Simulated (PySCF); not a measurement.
Relaxation of sextet OsS₂⁻

These are results of UPBE0 in PySCF with Os def2-SVPD with ECP60, S def2-SVPD; scalar-relativistic core potentials, no spin–orbit coupling; density-fitted integrals, not measurements. A (50,194) grid was used.

A hand-made side-on start, of C2v symmetry, held to at least that symmetry:

```xyz
3
charge -1 multiplicity 6, angstrom
Os    0.0000    0.0000   -0.5359
S     1.0000    0.0000    1.6088
S    -1.0000    0.0000    1.6088
```

Problem. What does it relax to?

Solution. It ends at C2v with Os–S 2.379 Å (×2), S–S 2.162 Å; Os–S–S 63.0° (×2), S–Os–S 54.0° (after a last refinement on a finer grid). A frequency run shows a minimum. Other isomers or separated fragments may lie lower.

Problem. How much energy is released, and in how many steps?

Solution. 16.6 kJ/mol in 5 steps.

Other spin states or occupations of the open shell can lie lower. At this level a doublet minimum of C2v symmetry lies 235 kJ/mol below this structure. With an element this heavy the missing spin–orbit coupling can shift these numbers.

The relaxation took about 30 core-seconds on a shared host.
